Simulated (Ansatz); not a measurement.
`C[NH][In]([F])[F]` + H–F → `[F][In]([F])[F]` + CH₃NH₂ at 400 K and 1 bar (ligand exchange at the In–N bond).

Gas-phase electronic energies from Ansatz, PBE0-D4/def2-TZVP geometries. CCSD(T)/CBS is the MP2 limit (def2-TZVPP, def2-QZVPP) plus CCSD(T) − MP2 in def2-TZVPP, frozen cores. This one scheme is used for every species. def2 core potentials past Kr. For In outer-core shells are correlated without core-valence functions, which leaves a few kJ/mol of doubt a bond. One conformer a species, not always the lowest.

```json
{"species": "`C[NH][In]([F])[F]`", "CCSD(T)/CBS energy (Eh)": "-484.61621", "H − E (kJ/mol)": "184.0", "S (J/(mol·K))": "407.7"}
{"species": "H–F", "CCSD(T)/CBS energy (Eh)": "-100.39570", "H − E (kJ/mol)": "36.5", "S (J/(mol·K))": "182.2"}
{"species": "`[F][In]([F])[F]`", "CCSD(T)/CBS energy (Eh)": "-489.26665", "H − E (kJ/mol)": "37.3", "S (J/(mol·K))": "331.1"}
{"species": "CH₃NH₂", "CCSD(T)/CBS energy (Eh)": "-95.75281", "H − E (kJ/mol)": "185.4", "S (J/(mol·K))": "256.0"}
```

H − E and S are ideal-gas, rigid-rotor, harmonic terms from PBE0-D4/def2-TZVP, for one conformer and one mirror image of each species. 1 Eh = 2625.50 kJ/mol, R = 8.31446 J/(mol·K).

Task: By hand: ΔE, ΔH, ΔS and ΔG.

Result: ΔE = (-489.26665) + (-95.75281) − (-484.61621) − (-100.39570) = -0.00755 Eh = -19.8 kJ/mol. Δ(H − E) = 37.3 + 185.4 − 184.0 − 36.5 = 2.2, so ΔH = -17.6 kJ/mol. ΔS = 331.1 + 256.0 − 407.7 − 182.2 = -2.8 J/(mol·K). ΔG = -17.6 − 400 × (-2.8)/1000 = -16.5 kJ/mol.

Task: By hand: the equilibrium constant, and the temperature at which ΔG would vanish if ΔH and ΔS stayed fixed.

Result: log₁₀ K = −ΔG/(RT ln 10) = 2.2. ΔG = 0 at ΔH/ΔS = 6286 K, far beyond where these terms or the molecules hold.

The number of gas molecules stays the same, so ΔS is small and ΔH decides. A doubt of 5 kJ/mol in ΔE shifts log₁₀ K by 0.7 here. Other conformers and mirror images would add mixing entropy, several J/(mol·K) or more a flexible species. These are equilibria of isolated gas molecules and say nothing of rates. Largest T1 diagnostic: 0.018 (customary marks: 0.02 for closed shells, 0.045 for open ones).
